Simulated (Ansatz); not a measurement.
Geometry optimisation, DFT PBEsol, scalar-relativistic, plane waves, PAW in Ansatz.

Input:

```yaml
crystal:
  lattice:
    - [-2.29, -3.966396, 0.0]
    - [3.435, -1.983198, 0.0]
    - [0.0, 0.0, 7.17686]
  atoms:
    - { symbol: Be, position: [0.75, 0.5, 0.0] }
    - { symbol: Be, position: [0.5, 0.3333333, 0.25] }
    - { symbol: Be, position: [0.75, 0.5, 0.5] }
    - { symbol: Be, position: [0.5, 0.3333333, 0.75] }
    - { symbol: Be, position: [0.5, 0.0, 0.0] }
    - { symbol: Be, position: [0.25, 0.8333333, 0.25] }
    - { symbol: Be, position: [0.5, 0.0, 0.5] }
    - { symbol: Be, position: [0.25, 0.8333333, 0.75] }
    - { symbol: Be, position: [0.25, 0.5, 0.0] }
    - { symbol: Be, position: [0.0, 0.3333333, 0.25] }
    - { symbol: Be, position: [0.25, 0.5, 0.5] }
    - { symbol: Be, position: [0.0, 0.3333333, 0.75] }
    - { symbol: Be, position: [0.0, 0.0, 0.0] }
    - { symbol: Be, position: [0.75, 0.8333333, 0.25] }
    - { symbol: Be, position: [0.0, 0.0, 0.5] }
    - { symbol: Be, position: [0.75, 0.8333333, 0.75] }
    - { symbol: C, position: [0.7582127, 0.1693367, 0.3718437] }
basis:
  ecutwfc: 420.0
kpoints:
  mp_grid: { grid: [5, 6, 4] }
hamiltonian:
  xc: pbesol
scf:
  occupations: { method: gaussian, width: 0.15 }
  lower_state_search: "off"
relax:
  f_tol: 0.03
  max_steps: 60
  adjacent_minimum: "off"
```

Command:

```bash
$ ansatz run input.yaml --threads 2 --pin off --max-ram 5120MiB --backend cpu --events-out ev --progress --plain --runs-dir out
```

Task: Where does it end, and by what steps?

Result: The run converged. Limits of this set-up: coarse k mesh. After 4 steps the energy has fallen by 0.780 eV; Be3 moved furthest, 0.14 Å.

```tsv
step	energy less start (eV)	largest force component (eV/Å)	accepted
0	0.0000	2.317	yes
1	-0.5494	1.265	yes
2	-0.7674	0.174	yes
3	-0.7767	0.081	yes
4	-0.7798	0.024	yes
```

```xyz
17
Lattice="-2.2900 -3.9664 0.0000 3.4350 -1.9832 0.0000 0.0000 0.0000 7.1769" Properties=species:S:1:pos:R:3
Be -0.003 -3.967 -0.045
Be 0.011 -2.546 1.735
Be -0.018 -3.956 3.723
Be 0.033 -2.631 5.428
Be -1.150 -1.949 -0.046
Be 2.184 -2.585 1.737
Be -1.066 -1.928 3.642
Be 2.298 -2.652 5.424
Be 1.135 -1.980 -0.046
Be 1.064 -0.727 1.732
Be 1.250 -2.046 3.640
Be 1.149 -0.699 5.428
Be -0.035 -0.015 -0.047
Be 1.163 -4.638 1.663
Be -0.013 -0.101 3.645
Be 1.147 -4.631 5.426
C -1.144 -3.312 2.688
```

The run took 30 s on 2 threads of AMD EPYC 9R14 (Zen 4), on a shared host, peak memory 0.55 GiB.
